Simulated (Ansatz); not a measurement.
Start from `N[CH2][GeH3]` and change one atom or group to get `N[CH](O)[GeH3]`.

Ansatz, PBE0-D4/def2-TZVP geometries, multiplicity 1. Each molecule was computed in one conformer, which needn't be the lowest.

Scalar relativity is left out up to krypton.

| property | `N[CH2][GeH3]` |
| --- | --- |
| LUMO energy (B3LYP/def2-TZVPP) / eV | 0.41 |
| HOMO–LUMO gap (PBE0/def2-TZVPP) / eV | 7.63 |
| HOMO–LUMO gap (B3LYP/def2-TZVPP) / eV | 7.09 |
| size of the dipole moment (PBE/def2-TZVPP) / D | 1.61 |
| HOMO energy (ωB97M-V/def2-TZVPP) / eV | -9.28 |
| HOMO–LUMO gap (PBE/def2-TZVPP) / eV | 5.37 |

(1) Give the same properties after the change, and the shifts. (Estimate.)

## Answers

(1) Ansatz gave: 
```tsv
property	`N[CH](O)[GeH3]`	shift
LUMO energy (B3LYP/def2-TZVPP) / eV	0.14	-0.27
HOMO–LUMO gap (PBE0/def2-TZVPP) / eV	7.20	-0.43
HOMO–LUMO gap (B3LYP/def2-TZVPP) / eV	6.68	-0.41
size of the dipole moment (PBE/def2-TZVPP) / D	2.26	0.65
HOMO energy (ωB97M-V/def2-TZVPP) / eV	-9.04	0.24
HOMO–LUMO gap (PBE/def2-TZVPP) / eV	4.99	-0.38
```

With PBE0 the HOMO rises by 0.17 eV and the LUMO falls by 0.26 eV, so the gap narrows by about 0.43 eV. PBE moves the HOMO by 0.10 eV and ωB97M-V by 0.24 eV. Dipoles are sizes alone; their direction can turn.

B3LYP here is the variant with VWN-RPA as its local correlation; programs differ in this.
